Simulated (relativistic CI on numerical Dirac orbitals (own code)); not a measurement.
# Cr⁺ in a cubic cluster: L2,3 absorption with charge transfer

Computed with a charge-transfer multiplet model of a cubic metal-ligand cluster with up to 2 ligand holes, Slater and spin-orbit integrals from Dirac-Coulomb-Breit ions, Slater integrals scaled by 0.7. The ground state mixes d5 with configurations of k ligand holes L, whose averages lie at kΔ + k(k − 1)U_dd/2; a core hole lowers each added d electron by U_cd. 300 K, Lorentzian 0.4 eV and Gaussian 0.3 eV FWHM.

Atomic integrals in eV (Slater integrals scaled, ζ unscaled), ground: F2dd 5.807, F4dd 3.572, zeta_d 0.022; with the core hole: F2dd 6.463, F4dd 3.985, zeta_d 0.034, zeta_core 5.628, F2cd 3.633, G1cd 2.608, G3cd 1.479.

Cluster parameters (eV): Δ = 9.1, U_dd = 4.7, U_cd = 5.3, 10Dq = 1.1, 10Dq(ligand) = 1.5, final-state hopping factor = 0.8.

```
                             Case   n_d    d5   d6L  d7L2     S
V(eg) = 1.7 eV, V(t2g) = -0.75 eV  5.06  0.94  0.06  0.00  2.50
  V(eg) = 2 eV, V(t2g) = -0.88 eV  5.08  0.92  0.08  0.00  2.50
V(eg) = 2.3 eV, V(t2g) = -1.01 eV  5.11  0.90  0.10  0.00  2.50
```

Weights, n_d and S are thermal averages at 300 K. Photon energies count from the first peak over 30 % of the highest in each spectrum, which can be another peak from case to case. The parameters are a model scan and need not match a compound or its usual spin state. Peaks in eV (height, largest 100):
- V(eg) = 1.7 eV, V(t2g) = -0.75 eV: 0.0 (41), 1.3 (100), 8.9 (17), 10.2 (24), 10.9 (19)
- V(eg) = 2 eV, V(t2g) = -0.88 eV: 0.0 (42), 1.4 (100), 9.0 (16), 10.3 (24), 11.0 (19)
- V(eg) = 2.3 eV, V(t2g) = -1.01 eV: 0.0 (43), 1.3 (100), 8.9 (17), 10.3 (23), 10.9 (19)

Curve for V(eg) = 2 eV, V(t2g) = -0.88 eV (points under 2 left out, the grid thinned):

```csv
E (eV),Intensity
-1.4,2.2
-1.1,3.3
-0.9,4.6
-0.6,10.0
-0.3,24.5
-0.1,37.9
0.2,36.8
0.4,26.7
0.7,23.5
1.0,43.5
1.2,80.9
1.5,90.9
1.8,47.4
2.0,34.0
2.3,28.8
2.6,20.3
2.8,15.7
3.1,12.0
3.3,10.1
3.6,9.1
3.9,7.4
4.1,6.5
4.4,5.8
4.7,3.8
4.9,3.0
5.2,2.7
5.5,2.9
5.7,2.7
8.2,2.7
8.4,4.5
8.7,11.7
9.0,16.5
9.2,13.6
9.5,11.0
9.8,12.3
10.0,16.5
10.3,23.8
10.6,19.9
10.8,18.7
11.1,18.2
11.3,14.0
11.6,8.0
11.9,4.4
12.1,3.0
12.4,2.1
```

For the case V(eg) = 2 eV, V(t2g) = -0.88 eV, Δ = 9.1 eV is larger than U_dd = 4.7 eV, the Mott-Hubbard side of the Zaanen-Sawatzky-Allen scheme. With the core hole the configuration with one ligand hole lies at Δ + U_dd − U_cd = 8.5 eV above the one without, against Δ in the ground state. The added d electron screens the hole, so the order of the configurations is kept and charge-transfer satellites are weaker than in photoemission.
